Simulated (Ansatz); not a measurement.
Harmonic frequencies (cm⁻¹) at PBE0-D4/def2-TZVP from Ansatz: 107, 165, 165, 198, 198, 198, 560, 560, 575, 718, 807, 807, 1169, 1405, 1405, 3033, 3140, 3140.

(1) Which molecule is it?
A. `[CH3][Ti]([F])([F])[F]`
B. `[OH][Ti]([OH])([OH])[F]`
C. `[NH2][Ti]([OH])([F])[Cl]`
D. `C#[C][Ti]([Cl])([Cl])[Cl]`

Results:

(1) A.
